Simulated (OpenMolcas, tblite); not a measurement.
## CH3AlF2O (SMILES C[O][Al]([F])[F]): the HOMO–LUMO gap, rung by rung

CH3AlF2O has 8 atoms, charge 0, and is taken as a singlet. SMILES: `C[O][Al]([F])[F]`. The shape is that of a PBE0-D4/def2-TZVP optimisation.

Quantity: the HOMO–LUMO gap, in eV. The values are calculated.

| level | kind | program | value (eV) |
| --- | --- | --- | --- |
| GFN1-xTB | semi-empirical | tblite | 4.36 |
| HF/6-31G* (spherical functions) | Hartree–Fock | OpenMolcas | 14.88 |
| SVWN5/6-31G* (spherical functions) | LDA | OpenMolcas | 5.17 |
| BLYP/6-31G* (spherical functions) | GGA | OpenMolcas | 5.15 |
| M06-L/6-31G* (spherical functions) | meta-GGA | OpenMolcas | 6.22 |
| TPSS/6-31G* (spherical functions) | meta-GGA | OpenMolcas | 5.62 |
| PBE0/6-31G* (spherical functions) | global hybrid | OpenMolcas | 7.80 |
| B3LYP/6-31G* (Cartesian functions) | global hybrid | OpenMolcas | 7.14 |
| B2PLYP/6-31G* (spherical functions) | double hybrid | OpenMolcas | 10.34 |

The values span 4.36 to 14.88 eV. Orbital gaps aren't excitation energies, and those of double hybrids come from the SCF part alone; they tend to grow with the share of exact exchange.
